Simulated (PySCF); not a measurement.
Geometry:
```json
{"atom": "C1", "x (Å)": "-1.579", "y (Å)": "0.773", "z (Å)": "-1.078"}
{"atom": "C2", "x (Å)": "-1.012", "y (Å)": "-0.062", "z (Å)": "-0.198"}
{"atom": "C3", "x (Å)": "-1.762", "y (Å)": "-1.248", "z (Å)": "0.327"}
{"atom": "F4", "x (Å)": "-3.035", "y (Å)": "-1.328", "z (Å)": "-0.173"}
{"atom": "Si5", "x (Å)": "0.749", "y (Å)": "0.231", "z (Å)": "0.394"}
{"atom": "N6", "x (Å)": "1.843", "y (Å)": "-0.355", "z (Å)": "-0.814"}
{"atom": "H7", "x (Å)": "-2.600", "y (Å)": "0.607", "z (Å)": "-1.437"}
{"atom": "H8", "x (Å)": "-1.046", "y (Å)": "1.646", "z (Å)": "-1.466"}
{"atom": "H9", "x (Å)": "-1.822", "y (Å)": "-1.204", "z (Å)": "1.430"}
{"atom": "H10", "x (Å)": "-1.231", "y (Å)": "-2.185", "z (Å)": "0.071"}
{"atom": "H11", "x (Å)": "0.870", "y (Å)": "-0.420", "z (Å)": "1.746"}
{"atom": "H12", "x (Å)": "1.001", "y (Å)": "1.692", "z (Å)": "0.580"}
{"atom": "H13", "x (Å)": "1.628", "y (Å)": "-1.223", "z (Å)": "-1.293"}
{"atom": "H14", "x (Å)": "2.843", "y (Å)": "-0.256", "z (Å)": "-0.685"}
```

Geometry: PBE0-D3(BJ)/def2-SVP; GIAO shifts from PySCF, gas phase, non-relativistic, averaged over equivalent atoms.

At wB97X-D/pcSseg-1 (149 basis functions, 17 s wall time on 1 thread of an Arm Neoverse V2, shared host):
```tsv
atoms	δ (ppm)
C2	149.4
C1	138.2
C3	85.8
F4	-239.9
Si5	-39.1
N6	6.1
H7	6.65
H8	6.20
H9/H10	5.00
H11/H12	4.75
H13/H14	-0.11
```

References, each an isolated molecule treated in the same way: $^{13}$C (184.54 ppm), $^{29}$Si (352.93 ppm), $^{1}$H (31.38 ppm) against TMS; $^{19}$F (187.16 ppm) against CFCl3; NH3 for $^{15}$N (263.98 ppm).

**Question.** What do these become at PBE0/pcSseg-1?

**Answer.** 
```csv
atoms,δ at PBE0/pcSseg-1,change
C2,149.4,+0.0
C1,137.0,-1.2
C3,86.3,+0.5
F4,-245.1,-5.2
Si5,-39.3,-0.2
N6,7.4,+1.3
H7,6.66,+0.01
H8,6.21,+0.01
H9/H10,5.07,+0.07
H11/H12,4.85,+0.10
H13/H14,-0.16,-0.05
```

References, each an isolated molecule treated in the same way: $^{13}$C (184.41 ppm) and $^{29}$Si (351.99 ppm) and $^{1}$H (31.27 ppm) against TMS; CFCl3 for $^{19}$F (177.25 ppm); NH3 for $^{15}$N (265.67 ppm).

The largest change is at F4 (fluorine on an sp3 carbon). Cost: 149 basis functions, 13 s wall time on 1 thread of an Arm Neoverse V2, shared host. The order of the carbon signals is the same at both levels.

Unscaled 19F shifts against computed CFCl3 carry errors that often reach 10 to 50 ppm. Experimental scales use liquid or dissolved standards, which lie at an offset from isolated NH3 (liquid NH3: subtract about 20 ppm).
